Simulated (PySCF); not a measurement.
## How methods differ on the excitation energy of N²⁺

N²⁺ [He] 2s2 2p1 (2P) → N²⁺ [He] 2s1 2p1 3d1 (high-spin determinant), as a difference of total energies. All numbers are calculated (PySCF 2.14, no relativity, point nucleus, in aug-cc-pVTZ with one added diffuse shell each of s, p, d, f type (6s5p4d3f, 62 functions)). Correlated levels: valence: 1s2 frozen. The calculations carry no spin-orbit coupling.

```tsv
method	excitation energy (eV)
UHF	39.123
MP2 (valence)	40.417
SCS-MP2 (valence)	40.805
CCSD (valence)	40.933
CCSD(T) (valence)	40.907
```

Task: How much does correlation contribute at CCSD(T) (valence)?

Result: 40.907 − (39.123) = 1.784 eV, measured against UHF.

The promoted electron is Rydberg-like, and one or two diffuse shells describe it only roughly, which tends to raise the upper state.

The coupled-cluster amplitudes are large for the upper state (T1 above 0.03 or a double amplitude above 0.15), so a single reference is strained.

The determinant of the upper state mixes LS terms, which raises its energy above the lowest term, most at the Hartree-Fock and MP2 levels.
